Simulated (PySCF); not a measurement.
oxalic acid (C2H2O4), SMILES O=C(O)C(=O)O.

Geometry optimised at ωB97X-D3(BJ)/def2-SVP. The values are those of a single conformer.

The numbers are results of TDDFT-M06-2X/def2-SVPD (PySCF), not measurements.

Vertical excitations. The molecule is in vacuum. State labels are in the subgroup C2h.

```csv
state,symmetry,energy (eV),λ (nm),f,main pairs
S1,Au,4.22,294,0.000,HOMO→LUMO 95 %
S2,Bg,5.68,218,0.000,HOMO−3→LUMO 82 %
S3,Ag,7.36,168,0.000,HOMO−1→LUMO 92 %
S4,Bu,7.55,164,0.174,HOMO−2→LUMO 83 %
S5,Au,8.08,153,0.001,HOMO−4→LUMO 92 %
S6,Ag,8.12,153,0.000,HOMO→LUMO+1 87 %
S7,Bu,8.36,148,0.140,"HOMO→LUMO+2 81 %, HOMO−2→LUMO 13 %"
S8,Bg,8.83,140,0.000,"HOMO→LUMO+6 34 %, HOMO−6→LUMO 26 %, HOMO−3→LUMO 12 %, HOMO→LUMO+9 9 %"
S9,Au,8.92,139,0.004,"HOMO−1→LUMO+1 56 %, HOMO−2→LUMO+2 36 %"
S10,Bg,8.94,139,0.000,"HOMO−1→LUMO+2 51 %, HOMO−2→LUMO+1 36 %"
T1,Au,3.85,322,0,HOMO→LUMO 94 %
T2,Bg,5.33,233,0,HOMO−3→LUMO 80 %
T3,Ag,5.48,226,0,HOMO−1→LUMO 88 %
T4,Bu,5.50,226,0,HOMO−2→LUMO 86 %
```
Triplets are in the Tamm–Dancoff approximation, which puts them higher than full response would, so one can lie above its singlet here.
